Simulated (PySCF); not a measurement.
A structure optimised at B3LYP-D3(BJ)/def2-TZVP, used in a PySCF frequency run:

```
Si
H 1 1.4826
H 1 1.4826 2 109.49
H 1 1.4879 2 107.69 3 -116.82
C 1 1.8421 2 110.33 4 -121.56
H 5 1.0840 1 122.64 2 30.68
H 5 1.0840 6 114.67 1 -177.71
```
Charge 0, spin multiplicity 2.

Question: Write its SMILES, formula and point group.

Answer: [CH2][SiH3], CH5Si, Cs

Question: What are its rotational constants (standard atomic weights)?

Answer: 67.246, 12.032, 11.550 GHz
